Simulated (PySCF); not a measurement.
C9H9B.
InChI=1S/C9H9B/c1-5-7-8-9(6-2)10(3)4/h1-2,7H,3-4H3

Computed with PySCF 2.14.0, PBE0-D3(BJ)/def2-SVP geometry optimisation, gas phase.

Masses are those of the commonest isotopes; rigid-rotor values at the optimised geometry. 

Question: Give the principal moments of inertia and the rotational constants in MHz.

Answer: Ia = 281.85, Ib = 642.02, Ic = 857.18 u·Å²; 505379 MHz·u·Å²/I gives A = 1793, B = 787.2, C = 589.6 MHz.

Question: Classify the top.

Answer: An asymmetric top; Ray's κ = -0.672.

Question: Is it planar, by Δ = Ic − Ia − Ib?

Answer: Not planar: Δ = Ic − Ia − Ib = -66.70 u·Å². For a rigid frame Δ = −2 Σ m c², so Σ m c² = 33.35 u·Å² lies off the ab plane: 9.96 from hydrogen and 23.39 from heavier atoms. The atom farthest from that plane is 1.92 Å away.

Question: Give the other two planar moments, Paa and Pbb, and the rms extents of the mass along the axes.

Answer: Paa = Σ m a² = (Ib + Ic − Ia)/2 = 608.67 and Pbb = Σ m b² = (Ia + Ic − Ib)/2 = 248.50 u·Å². With the mass M = 128.08 u, the rms extents √(P/M) along a, b and c are 2.18, 1.39, 0.51 Å.

Question: Give the coordinates in the principal-axis frame, origin at the centre of mass.

Answer: The sense of each axis is arbitrary; atoms in the order of the calculation.
| atom | mass (u) | a (Å) | b (Å) | c (Å) |
| --- | --- | --- | --- | --- |
| C1 | 12.000 | 3.911 | 0.024 | -0.845 |
| C2 | 12.000 | 2.974 | 0.096 | -0.079 |
| C3 | 12.000 | 1.896 | 0.173 | 0.848 |
| C4 | 12.000 | 0.630 | 0.275 | 0.504 |
| C5 | 12.000 | -0.649 | 0.312 | 0.170 |
| C6 | 12.000 | -1.322 | 1.563 | -0.007 |
| C7 | 12.000 | -1.940 | 2.594 | -0.168 |
| B8 | 11.009 | -1.417 | -1.063 | -0.042 |
| C9 | 12.000 | -2.934 | -0.995 | -0.426 |
| C10 | 12.000 | -0.669 | -2.429 | 0.125 |
| H11 | 1.008 | 4.737 | -0.037 | -1.529 |
| H12 | 1.008 | 2.140 | 0.151 | 1.920 |
| H13 | 1.008 | -2.476 | 3.515 | -0.307 |
| H14 | 1.008 | -3.482 | -0.661 | 0.476 |
| H15 | 1.008 | -3.138 | -0.221 | -1.183 |
| H16 | 1.008 | -3.364 | -1.955 | -0.744 |
| H17 | 1.008 | -0.539 | -2.848 | -0.891 |
| H18 | 1.008 | -1.295 | -3.161 | 0.662 |
| H19 | 1.008 | 0.324 | -2.378 | 0.593 |

Question: Predict some low-J microwave lines.

Answer: The dipole components are |μa| = 0.23 D, |μb| = 0.51 D, |μc| = 0.17 D. The squared components, which scale the intensities, stand as 0.20 : 1.00 : 0.12 (a : b : c). Some lines, for components of 0.1 D or more:

```csv
type,branch,"J(Ka,Kc)",MHz,lower level (cm⁻¹)
c,Q,"4(1,4) ← 4(0,4)",423,0.447
a,Q,"2(1,1) ← 2(1,2)",593,0.165
a,Q,"5(2,3) ← 5(2,4)",794,0.834
b,Q,"5(2,3) ← 5(1,4)",2764,0.768
b,Q,"2(2,0) ← 2(1,1)",3044,0.185
c,Q,"5(3,3) ← 5(2,3)",4941,0.860
b,Q,"4(3,2) ← 4(2,3)",5606,0.606
c,R,"3(1,2) ← 2(0,2)",5836,0.137
b,R,"5(1,5) ← 4(0,4)",6718,0.447
b,R,"3(2,2) ← 2(1,1)",7148,0.185
c,Q,"5(4,2) ← 5(3,2)",7620,1.027
c,R,"4(1,3) ← 3(0,3)",7651,0.271
b,Q,"5(4,2) ← 5(3,3)",7680,1.025
b,R,"3(2,1) ← 2(1,2)",7869,0.165
c,R,"5(1,4) ← 4(0,4)",9621,0.447
c,R,"3(3,1) ← 2(2,1)",9669,0.285
b,R,"3(3,0) ← 2(2,1)",9671,0.285
b,Q,"5(5,1) ← 5(4,2)",9888,1.281
b,R,"5(3,2) ← 4(2,3)",12620,0.606
c,R,"5(5,0) ← 4(4,0)",16830,1.050
```

Not checked by PBE0-D3(BJ)/def2-SVP frequencies. These are rigid-rotor constants of the computed structure; measured ground-state constants (B0) also hold zero-point vibration. A rigid rotor knows nothing of internal rotation, which can split or shift real lines. Quadrupole hyperfine structure (11B) is left out.

Time: 97 s wall; peak memory 0.85 GiB. Hardware: an Arm Neoverse V2 with one thread, shared host. This is the geometry optimisation.

Conformer computed: `[CH:1]#[C:2][CH:3]=[C:4]=[C:5]([C:6]#[CH:7])[B:8]([CH3:9])[CH3:10]`: C4–C5–B8–C9 180°.
